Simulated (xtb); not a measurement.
xtb input (GFN1-xTB):

```bash
xtb mol.xyz --gfn 1 --sp --chrg -1 --uhf 0
```
mol.xyz:
```
8

C     -2.26163585     0.00599580    -0.66659812
C     -1.17511488    -0.64352927    -0.18132495
C      0.15782241    -0.30518451    -0.68231791
Cl     1.36016912     0.48665590     0.66472698
H     -3.17727422    -0.46858680    -0.24822704
H     -1.17630929    -1.47493574     0.54328746
H      0.11424523     0.46980119    -1.44108610
H      0.79003334    -1.14312096    -0.97288706
```

Output:

```
           -------------------------------------------------
          |                Calculation Setup                |
           -------------------------------------------------

           -------------------------------------------------
          |                 G F N 1 - x T B                 |
           -------------------------------------------------

        Reference                      10.1021/acs.jctc.7b00118
      * Hamiltonian:
        H0-scaling (s, p, d)           1.850000    2.250000    2.000000
        zeta-weighting                 0.000000
      * Dispersion:
        s8                             2.400000
        a1                             0.630000
        a2                             5.000000
        s9                             0.000000
      * Repulsion:
        kExp                           1.500000
        rExp                           1.000000
      * Coulomb:
        alpha                          2.000000
        third order                    atomic
        anisotropic                    false
      * Halogen bond correction:
        rad-scale                      1.300000
        damping                        0.440000

          ...................................................
          :                      SETUP                      :
          :.................................................:
          :  # basis functions                  30          :
          :  # atomic orbitals                  29          :
          :  # shells                           17          :
          :  # electrons                        24          :
          :  # halogen bonds                     0          :
          :  max. iterations                   250          :
          :  Hamiltonian                  GFN1-xTB          :
          :  restarted?                      false          :
          :  GBSA solvation                  false          :
          :  PC potential                    false          :
          :  electronic temp.          300.0000000     K    :
          :  accuracy                    1.0000000          :
          :  -> integral cutoff          0.2500000E+02      :
          :  -> integral neglect         0.1000000E-07      :
          :  -> SCF convergence          0.1000000E-05 Eh   :
          :  -> wf. convergence          0.2000000E-04 e    :
          :  Broyden damping             0.4000000          :
          :  net charge                         -1          :
          :  unpaired electrons                  0          :
          ...................................................

 iter      E             dE          RMSdq      gap      omega  full diag
   1    -12.9003458 -0.129003E+02  0.840E+00    2.86       0.0  T
   2    -12.9755791 -0.752334E-01  0.490E+00    1.46       1.0  T
   3    -12.9762037 -0.624544E-03  0.175E+00    1.64       1.0  T
   4    -12.9763439 -0.140214E-03  0.107E-01    1.56       1.0  T
   5    -12.9763770 -0.330839E-04  0.189E-02    1.56       1.9  T
   6    -12.9763774 -0.443618E-06  0.111E-02    1.55       3.2  T
   7    -12.9763781 -0.662668E-06  0.185E-03    1.56      19.1  T
   8    -12.9763781 -0.157339E-07  0.182E-04    1.56     194.2  T
   9    -12.9763781 -0.623626E-10  0.563E-05    1.56     628.1  T

   *** convergence criteria satisfied after 9 iterations ***

         #    Occupation            Energy/Eh            Energy/eV
      -------------------------------------------------------------
         1        2.0000           -0.7041247             -19.1602
       ...           ...                  ...                  ...
         6        2.0000           -0.3430686              -9.3354
         7        2.0000           -0.3099933              -8.4353
         8        2.0000           -0.2968130              -8.0767
         9        2.0000           -0.2863848              -7.7929
        10        2.0000           -0.2529397              -6.8828
        11        2.0000           -0.1984712              -5.4007
        12        2.0000           -0.1328746              -3.6157 (HOMO)
        13                         -0.0756047              -2.0573 (LUMO)
        14                          0.0170629               0.4643
        15                          0.0707648               1.9256
        16                          0.0984039               2.6777
        17                          0.1225963               3.3360
       ...                                ...                  ...
        29                          0.7711607              20.9844
      -------------------------------------------------------------
                  HL-Gap            0.0572699 Eh            1.5584 eV
             Fermi-level           -0.1042396 Eh           -2.8365 eV

 SCC (total)                   0 d,  0 h,  0 min,  0.008 sec
 SCC setup                      ...        0 min,  0.000 sec (  2.688%)
 Dispersion                     ...        0 min,  0.000 sec (  0.963%)
 classical contributions        ...        0 min,  0.000 sec (  0.645%)
 integral evaluation            ...        0 min,  0.002 sec ( 24.712%)
 iterations                     ...        0 min,  0.003 sec ( 36.288%)
 molecular gradient             ...        0 min,  0.002 sec ( 30.328%)
 printout                       ...        0 min,  0.000 sec (  3.959%)

         :::::::::::::::::::::::::::::::::::::::::::::::::::::
         ::                     SUMMARY                     ::
         :::::::::::::::::::::::::::::::::::::::::::::::::::::
         :: total energy             -12.855321511845 Eh    ::
         :: gradient norm              0.016668216873 Eh/a0 ::
         :: HOMO-LUMO gap              1.558393863673 eV    ::
         ::.................................................::
         :: SCC energy               -12.976378108765 Eh    ::
         :: -> electrostatic           0.112873433286 Eh    ::
         :: repulsion energy           0.123422484344 Eh    ::
         :: dispersion energy         -0.002365887425 Eh    ::
         :: halogen bond corr.         0.000000000000 Eh    ::
         :: add. restraining           0.000000000000 Eh    ::
         :: total charge              -1.000000000000 e     ::
         :::::::::::::::::::::::::::::::::::::::::::::::::::::

           -------------------------------------------------
          |                Property Printout                |
           -------------------------------------------------

    * Orbital Energies and Occupations

         #    Occupation            Energy/Eh            Energy/eV
      -------------------------------------------------------------
         1        2.0000           -0.7041247             -19.1602
         2        2.0000           -0.4578859             -12.4597
         3        2.0000           -0.3986989             -10.8491
         4        2.0000           -0.3745995             -10.1934
         5        2.0000           -0.3484901              -9.4829
         6        2.0000           -0.3430686              -9.3354
         7        2.0000           -0.3099933              -8.4353
         8        2.0000           -0.2968130              -8.0767
         9        2.0000           -0.2863848              -7.7929
        10        2.0000           -0.2529397              -6.8828
        11        2.0000           -0.1984712              -5.4007
        12        2.0000           -0.1328746              -3.6157 (HOMO)
        13                         -0.0756047              -2.0573 (LUMO)
        14                          0.0170629               0.4643
        15                          0.0707648               1.9256
        16                          0.0984039               2.6777
        17                          0.1225963               3.3360
Note: The following floating-point exceptions are signalling: IEEE_DENORMAL
normal termination of xtb
        18                          0.1572376               4.2787
        19                          0.1596842               4.3452
        20                          0.1603412               4.3631
        21                          0.1655377               4.5045
        22                          0.1689416               4.5971
        23                          0.2457850               6.6882
       ...                                ...                  ...
        29                          0.7711607              20.9844
      -------------------------------------------------------------
                  HL-Gap            0.0572699 Eh            1.5584 eV
             Fermi-level           -0.1042396 Eh           -2.8365 eV

  Mulliken/CM5 charges         n(s)   n(p)   n(d)
     1C    -0.48107 -0.53081   1.350  3.132  0.000
     2C    -0.05423 -0.11241   1.033  3.022  0.000
     3C     0.10921  0.00932   1.080  2.811  0.000
     4Cl   -0.44860 -0.45566   1.974  5.479 -0.004
     5H    -0.05281 -0.00259   1.053  0.000  0.000
     6H    -0.05774 -0.00450   1.058  0.000  0.000
     7H    -0.00062  0.05584   1.001  0.000  0.000
     8H    -0.01416  0.04081   1.014  0.000  0.000

Wiberg/Mayer (AO) data.
largest (>0.10) Wiberg bond orders for each atom

 ---------------------------------------------------------------------------
     #   Z sym  total        # sym  WBO       # sym  WBO       # sym  WBO
 ---------------------------------------------------------------------------
     1   6 C    3.045 --     2 C    1.800     5 H    1.017
     2   6 C    3.949 --     1 C    1.800     3 C    1.142     6 H    0.958
     3   6 C    3.876 --     2 C    1.142     8 H    0.988     7 H    0.986
                             4 Cl   0.668
     4  17 Cl   0.808 --     3 C    0.668
     5   1 H    1.050 --     1 C    1.017
     6   1 H    1.004 --     2 C    0.958
     7   1 H    1.052 --     3 C    0.986
     8   1 H    1.034 --     3 C    0.988
 ---------------------------------------------------------------------------

Topologies differ in total number of bonds
Writing topology from bond orders to xtbtopo.mol

 dipole moment from electron density (au)
     X       Y       Z
   1.7070  -0.8001   0.2291  total (Debye):    4.827

           -------------------------------------------------
          | TOTAL ENERGY              -12.855321511845 Eh   |
          | GRADIENT NORM               0.016668216873 Eh/α |
          | HOMO-LUMO GAP               1.558393863673 eV   |
           -------------------------------------------------

------------------------------------------------------------------------
------------------------------------------------------------------------
 total:
 SCF:
```

It need not be the lowest isomer of its formula. Whether it binds its extra electron was not tested at this geometry.
